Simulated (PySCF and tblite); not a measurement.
Values are calculated unless marked as measured or tabulated.
System: C₄H₅FO₂, numbered as in [CH3:1][C:2](=[O:3])/[CH:4]=[C:5](\[OH:6])[F:7].

Motion: rotation about the C2–C4 bond (torsion C1–C2–C4–C5 from 180° to 360°, rising). GFN2-xTB gives an electronic barrier of 16.0 kcal/mol and a reaction energy of 11.9 kcal/mol.

What does PBE0/pcSseg-1 + D3(BJ) give on GFN2-xTB geometries?

A barrier of 25.0 kcal/mol, 8.9 above the tight-binding barrier (from unrounded values), a reaction energy of 16.7 kcal/mol and, with GFN2-xTB thermal terms, ΔG‡(298 K) = 24.7 kcal/mol and k = 9.8×10⁻⁶ s⁻¹ (2 equivalent paths).

Programs: tblite and PySCF.
